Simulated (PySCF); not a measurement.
## Calculated data, CH6AlB2, AlB2H5N, Al2BH4O, CH4AlBCl and others

Calculation on a computer-drawn molecule: the log of a Hartree-Fock and frozen-core CCSD(T) single point meant for a local Hartree-Fock minimum, with one planted fault or none, to be diagnosed. Offsets are logged minus clean, where the clean run is the same molecule without the fault. The reference is restricted for singlets and unrestricted otherwise, and also for a bond in bohr or an excited solution. Adding or removing an electron swaps singlet and doublet. The excited solution moves the top pair (singlet) or top alpha electron (doublet) to the lowest empty orbital. Highest occupied and lowest empty are orbital energies over both spins, largest force is the largest gradient component, triples share is (T) over the correlation energy, the T1 limit is 0.02 restricted and 0.045 unrestricted, electrons count all cores, a negative frequency is imaginary (commonest isotopes), and the dipole is about the centre of nuclear charge. Program: PySCF 2.14.0.

Common to all runs: meant charge 0; meant multiplicity 2; meant basis cc-pV(D+d)Z; logged SCF converged yes; logged CC converged yes; logged SCF stable within its kind yes; possible faults no fault, one electron removed, one electron added, multiplicity raised by two, geometry at a saddle point, SCF held on an excited solution, minimal basis STO-3G, one bond length entered in bohr, all coordinates scaled.

```yaml
- entry: 1
  formula: CH6AlB2
  logged_structure:
    atoms_angstrom:
      - [B, 0.457, -1.4429, 2.7667]
      - [Al, 1.7983, -0.7472, 1.3077]
      - [B, 1.8302, 1.3511, 0.6343]
      - [C, 0.9172, 1.9967, -0.5248]
      - [H, -0.3196, -1.8387, 3.6099]
      - [H, 2.8178, -1.8592, 0.7182]
      - [H, 2.5817, 2.1401, 1.2088]
      - [H, 1.4679, 2.7491, -1.1348]
      - [H, 0.4032, 1.2823, -1.2034]
      - [H, 0.1188, 2.5711, 0.0153]
  given:
    logged_electrons: 35
    logged_basis_functions: 95
    logged_spin_squared: 0.7602
    "logged_highest_occupied [eV]": -7.9983
    "logged_lowest_empty [eV]": 1.0106
    "logged_largest_force [hartree/bohr]": 0.0091439
    logged_T1_diagnostic: 0.015685
    logged_D1_diagnostic: 0.052083
    logged_triples_share: 0.027389
    "logged_dipole_magnitude [debye]": 0.92884
    "logged_energy_HF [hartree]": -332.53878
    "logged_energy_CCSD(T) [hartree]": -332.96
    drawn_bonds_atom: [1, 2, 3, 1, 2, 3, 4, 4, 4]
    drawn_bonds_other_atom: [2, 3, 4, 5, 6, 7, 8, 9, 10]
    drawn_bonds_order: [1, 1, 1, 1, 1, 1, 1, 1, 1]
  results:
    planted_fault: "all coordinates scaled, by +1.8 %"
    "HF_energy_offset_from_clean_run [kcal/mol]": 1.514
    "CCSD(T)_energy_offset_from_clean_run [kcal/mol]": 0.5508
- entry: 2
  formula: AlB2H5N
  logged_structure:
    atoms_angstrom:
      - [B, -1.0079, -2.0067, -1.7495]
      - [Al, 0.2682, -0.4142, -1.4442]
      - [B, 0.2907, 0.7233, 0.401]
      - ["N", 1.1629, 1.7944, 0.5801]
      - [H, -1.7475, -2.9256, -1.9197]
      - [H, 1.2343, -0.0883, -2.6718]
      - [H, -0.4391, 0.4794, 1.333]
      - [H, 1.195, 2.3364, 1.4204]
      - [H, 1.8177, 2.1019, -0.109]
  given:
    logged_electrons: 36
    logged_basis_functions: 90
    logged_spin_squared: 0.0
    "logged_highest_occupied [eV]": -0.30621
    "logged_lowest_empty [eV]": 6.947
    "logged_largest_force [hartree/bohr]": 0.023855
    logged_T1_diagnostic: 0.022089
    logged_D1_diagnostic: 0.077711
    logged_triples_share: 0.035085
    "logged_dipole_magnitude [debye]": 7.6342
    "logged_energy_HF [hartree]": -348.56957
    "logged_energy_CCSD(T) [hartree]": -349.05534
    drawn_bonds_atom: [1, 2, 3, 1, 2, 3, 4, 4]
    drawn_bonds_other_atom: [2, 3, 4, 5, 6, 7, 8, 9]
    drawn_bonds_order: [1, 1, 1, 1, 1, 1, 1, 1]
  results:
    planted_fault: "one electron added"
    "HF_energy_offset_from_clean_run [kcal/mol]": 14.95
    "CCSD(T)_energy_offset_from_clean_run [kcal/mol]": -12.29
  notes: ["T1 above single-reference limit"]
- entry: 3
  formula: CH6AlB2
  logged_structure:
    atoms_angstrom:
      - [B, -0.5926, -0.6026, 2.9068]
      - [Al, -0.6865, 0.9729, 1.388]
      - [C, -0.6512, 0.5074, -0.6825]
      - [B, -1.6907, -0.7237, -0.9571]
      - [H, -0.5216, -1.5076, 3.789]
      - [H, -0.7315, 2.5767, 1.8931]
      - [H, 0.4723, 0.2242, -0.8358]
      - [H, -0.8935, 1.5067, -1.2261]
      - [H, -1.3351, -1.9408, -0.7603]
      - [H, -2.907, -0.5031, -1.2966]
  given:
    logged_electrons: 35
    logged_basis_functions: 95
    logged_spin_squared: 0.7607
    "logged_highest_occupied [eV]": -8.1295
    "logged_lowest_empty [eV]": 0.78031
    "logged_largest_force [hartree/bohr]": 0.039238
    logged_T1_diagnostic: 0.015996
    logged_D1_diagnostic: 0.05698
    logged_triples_share: 0.029913
    "logged_dipole_magnitude [debye]": 0.70836
    "logged_energy_HF [hartree]": -332.53396
    "logged_energy_CCSD(T) [hartree]": -332.96108
    drawn_bonds_atom: [1, 2, 3, 1, 2, 3, 3, 4, 4]
    drawn_bonds_other_atom: [2, 3, 4, 5, 6, 7, 8, 9, 10]
    drawn_bonds_order: [1, 1, 1, 1, 1, 1, 1, 1, 1]
  results:
    planted_fault: "all coordinates scaled, by +6.4 %"
    "HF_energy_offset_from_clean_run [kcal/mol]": 17.48
    "CCSD(T)_energy_offset_from_clean_run [kcal/mol]": 13.35
- entry: 4
  formula: Al2BH4O
  logged_structure:
    atoms_angstrom:
      - [B, -3.1355, -0.4375, 0.9234]
      - [Al, -2.9907, 1.0407, -0.5085]
      - [O, -1.4801, 1.4551, -1.1311]
      - [Al, -0.0119, 1.9244, -1.7998]
      - [H, -3.2354, -1.2881, 1.7492]
      - [H, -4.2827, 1.7857, -1.0248]
      - [H, 0.8098, 3.0811, -1.1115]
      - [H, 0.5114, 1.1907, -3.0938]
  given:
    logged_electrons: 43
    logged_basis_functions: 94
    logged_spin_squared: 0.759
    "logged_highest_occupied [eV]": -8.1786
    "logged_lowest_empty [eV]": 1.0223
    "logged_largest_force [hartree/bohr]": 8.1317e-06
    "logged_lowest_frequency [cm^-1]": 58.56
    logged_T1_diagnostic: 0.015704
    logged_D1_diagnostic: 0.039076
    logged_triples_share: 0.021573
    "logged_dipole_magnitude [debye]": 0.62489
    "logged_energy_HF [hartree]": -585.74533
    "logged_energy_CCSD(T) [hartree]": -586.16474
    drawn_bonds_atom: [1, 2, 3, 1, 2, 4, 4]
    drawn_bonds_other_atom: [2, 3, 4, 5, 6, 7, 8]
    drawn_bonds_order: [1, 1, 1, 1, 1, 1, 1]
  results: {}
- entry: 5
  formula: CH4AlBCl
  logged_structure:
    atoms_angstrom:
      - [B, -0.8593, -1.4726, -0.656]
      - [Al, -0.8517, 0.5418, -0.2662]
      - [C, -0.1137, 1.4035, 1.3219]
      - [Cl, -1.7482, 1.7564, -1.7703]
      - [H, -0.865, -2.6395, -0.8805]
      - [H, -0.8949, 1.9442, 1.8676]
      - [H, 0.3436, 0.6883, 2.0125]
      - [H, 0.6489, 2.1399, 1.0461]
  given:
    logged_electrons: 45
    logged_basis_functions: 94
    logged_spin_squared: 3.7625
    "logged_highest_occupied [eV]": -8.7696
    "logged_lowest_empty [eV]": -1.3589
    "logged_largest_force [hartree/bohr]": 0.015117
    logged_T1_diagnostic: 0.024039
    logged_D1_diagnostic: 0.13919
    logged_triples_share: 0.027467
    "logged_dipole_magnitude [debye]": 2.5778
    "logged_energy_HF [hartree]": -766.21439
    "logged_energy_CCSD(T) [hartree]": -766.66529
    drawn_bonds_atom: [1, 2, 2, 1, 3, 3, 3]
    drawn_bonds_other_atom: [2, 3, 4, 5, 6, 7, 8]
    drawn_bonds_order: [1, 1, 1, 1, 1, 1, 1]
  results: {}
- entry: 6
  formula: Al2BH3N
  logged_structure:
    atoms_angstrom:
      - [B, 3.2224, 1.2471, -0.9054]
      - [Al, 1.2721, 0.7941, -1.1579]
      - ["N", -0.2847, 0.4988, -1.2342]
      - [Al, -1.9417, 0.1588, -1.36]
      - [H, 4.289, 1.1911, -1.3384]
      - [H, -2.5406, -1.1499, -0.8043]
      - [H, -2.9176, 1.145, -2.0349]
  given:
    logged_electrons: 41
    logged_basis_functions: 89
    logged_spin_squared: 0.7608
    "logged_highest_occupied [eV]": -9.1368
    "logged_lowest_empty [eV]": -0.5535
    "logged_largest_force [hartree/bohr]": 0.032724
    logged_T1_diagnostic: 0.02813
    logged_D1_diagnostic: 0.10146
    logged_triples_share: 0.035979
    "logged_dipole_magnitude [debye]": 6.0417
    "logged_energy_HF [hartree]": -564.62314
    "logged_energy_CCSD(T) [hartree]": -565.01687
    drawn_bonds_atom: [1, 2, 3, 1, 4, 4]
    drawn_bonds_other_atom: [2, 3, 4, 5, 6, 7]
    drawn_bonds_order: [1, 2, 1, 1, 1, 1]
  results: {}
```

**Q.** Which fault was planted in the run of Al2BH4O (entry 4)?
**A.** no fault

**Q.** Which fault was planted in the run of CH4AlBCl (entry 5)?
**A.** multiplicity raised by two

**Q.** Which fault was planted in the run of Al2BH3N (entry 6)?
**A.** all coordinates scaled, by -3.0 %

Further results for Al2BH4O (entry 4):

- HF energy offset from clean run: 0 kcal/mol
- CCSD(T) energy offset from clean run: 0 kcal/mol

Further results for CH4AlBCl (entry 5):

- HF energy offset from clean run: 63.66 kcal/mol
- CCSD(T) energy offset from clean run: 70.75 kcal/mol

Further results for Al2BH3N (entry 6):

- HF energy offset from clean run: 4.35 kcal/mol
- CCSD(T) energy offset from clean run: 7.289 kcal/mol
